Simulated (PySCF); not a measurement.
## Vibration and rotation of KF⁺

UHF-CCSD(T) constants of KF⁺, ²Π (doublet), unpaired electrons π ↑ (basis K 3-21G, F 3-21G; no relativity; PySCF 2.14; masses 38.9637 and 18.9984 u):

- ωe: 108.1 cm⁻¹
- ωexe: 0.842 cm⁻¹
- Be: 0.14923 cm⁻¹
- αe: 0.00271 cm⁻¹
- D (centrifugal): 1.14e-06 cm⁻¹
- De to K⁺ + F: 0.242 eV

(1) Give the vibrational terms G(v) and spacings up to v = 3.

(2) How well does the Morse estimate ωe²/(4ωexe) reproduce De, and what is D0?

Correlated steps freeze 6 core orbitals. The bond is weak. Basis-set superposition, not corrected here, can be much of De in a small basis, most of all at correlated wavefunction levels. For an ion De counts to the pair picked by the measured ionisation energies or electron affinities, which need not be the lowest pair at this level. 3-21G is very small, so such numbers show the basis as much as the molecule. The state is the lowest determinant that a PBE0 search found; another state may lie lower at other levels.

Results:

(1) G(v) = ωe(v+½) − ωexe(v+½)².

| v | G(v) (cm⁻¹) | G(v) − G(v−1) | Bv (cm⁻¹) |
| --- | --- | --- | --- |
| 0 | 54 |  | 0.1479 |
| 1 | 160 | 106 | 0.1452 |
| 2 | 265 | 105 | 0.1425 |
| 3 | 368 | 103 | 0.1397 |

(2) It gives 0.430 eV, 178 % of the computed De. D0 = De − G(0) = 0.242 − 0.007 = 0.235 eV.
